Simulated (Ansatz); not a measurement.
Start from `N[SiH](Br)C=O` and change one atom or group to get `N[SiH](F)Br`.

Ansatz, PBE0-D4/def2-TZVP geometries, multiplicity 1. Each molecule was computed in one conformer, which needn't be the lowest.

Scalar relativity is left out up to krypton.

```tsv
property	`N[SiH](Br)C=O`
size of the dipole moment (PBE/def2-TZVPP) / D	1.64
HOMO–LUMO gap (PBE0/def2-TZVPP) / eV	5.40
HOMO–LUMO gap (B3LYP/def2-TZVPP) / eV	4.95
HOMO energy (PBE/def2-TZVPP) / eV	-5.80
size of the dipole moment (ωB97M-V/def2-TZVPP) / D	1.75
HOMO energy (B3LYP/def2-TZVPP) / eV	-7.05
```

(1) Give the same properties after the change, and the shifts. (An estimate is asked.)

Results:

(1) Computed: 
```json
{"property": "size of the dipole moment (PBE/def2-TZVPP) / D", "`N[SiH](F)Br`": "2.47", "shift": "0.83"}
{"property": "HOMO–LUMO gap (PBE0/def2-TZVPP) / eV", "`N[SiH](F)Br`": "8.81", "shift": "3.41"}
{"property": "HOMO–LUMO gap (B3LYP/def2-TZVPP) / eV", "`N[SiH](F)Br`": "8.23", "shift": "3.28"}
{"property": "HOMO energy (PBE/def2-TZVPP) / eV", "`N[SiH](F)Br`": "-6.78", "shift": "-0.98"}
{"property": "size of the dipole moment (ωB97M-V/def2-TZVPP) / D", "`N[SiH](F)Br`": "2.53", "shift": "0.78"}
{"property": "HOMO energy (B3LYP/def2-TZVPP) / eV", "`N[SiH](F)Br`": "-7.96", "shift": "-0.91"}
```

With PBE0 the HOMO falls by 0.97 eV and the LUMO rises by 2.44 eV, so the gap widens by about 3.41 eV. PBE moves the HOMO by -0.98 eV and ωB97M-V by -1.02 eV. Dipoles are sizes alone; their direction can turn.

B3LYP here is the variant with VWN-RPA as its local correlation; programs differ in this.

Spin–orbit coupling is left out; it splits and shifts lone-pair levels of the heavy atoms by tenths of an eV.
